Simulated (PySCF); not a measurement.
[NbCl6]- (charge -1 and singlet state).
Bonds: Nb1–Cl2, Nb1–Cl3, Nb1–Cl4, Nb1–Cl5, Nb1–Cl6, Nb1–Cl7.

Computed by this run: PBE0-D3(BJ)/def2-SVP geometry optimisation, gas phase, def2 core potentials past Kr (PySCF); density fitting, grid level 1; the optimiser is geomeTRIC in internal coordinates, started from a GFN2-xTB structure with every atom displaced at random (about 0.03 Å).

Geometry at step 1:
```
atom  x, y, z in Å
Nb1     0.0408   -0.0483    0.0050
Cl2    -0.0605   -0.0008    2.3403
Cl3    -0.0005    0.0072   -2.3438
Cl4     2.3752    0.0416   -0.0423
Cl5    -2.3187   -0.0371   -0.0247
Cl6     0.0258    2.3129    0.0131
Cl7     0.0297   -2.3775   -0.0162
```

Question: Give the atomic forces at this geometry.

Answer: 
```tsv
atom	Fx (eV/Å)	Fy (eV/Å)	Fz (eV/Å)
Nb1	-0.375	0.503	-0.196
Cl2	0.149	-0.095	0.348
Cl3	0.020	-0.059	-0.275
Cl4	0.335	-0.144	0.106
Cl5	-0.203	-0.013	-0.026
Cl6	-0.033	0.206	0.004
Cl7	0.107	-0.399	0.039
```

The largest, 0.66 eV/Å, acts on Nb1; the rms over all components is 0.225 eV/Å. The forces sum to zero within rounding, as they must for an isolated molecule in no field.

Question: Give the force on Nb1 in Eh/bohr and in nN.

Answer: 0.658 eV/Å ÷ 51.422 = 0.01279 Eh/bohr, and 0.658 eV/Å × 1.602 = 1.05 nN.

Question: How far is this geometry from the end of the optimisation?

Answer: 0.039 eV above it, and 0.045 Å rms away after alignment. The bonds farthest from their final lengths, with half the difference of the two atoms' forces along the bond (positive lengthens):

| bond | now (Å) | final (Å) | force along bond (eV/Å) |
| --- | --- | --- | --- |
| Nb1–Cl7 | 2.329 | 2.362 | +0.45 |
| Nb1–Cl4 | 2.337 | 2.362 | +0.34 |
| Nb1–Cl2 | 2.338 | 2.362 | +0.25 |
| Nb1–Cl3 | 2.350 | 2.362 | +0.03 |
| Nb1–Cl5 | 2.360 | 2.362 | -0.09 |

The angle farthest from its final value is Cl2–Nb1–Cl3, 175.7° against 179.9°.

Of the 4 listed bonds off by 0.010 Å or more, this force points towards the final length in 4.

The cost below is that of the whole optimisation. Time: 1.8 min of wall time; peak memory 0.57 GiB. Hardware: one thread of an Arm Neoverse V2, on a shared host.
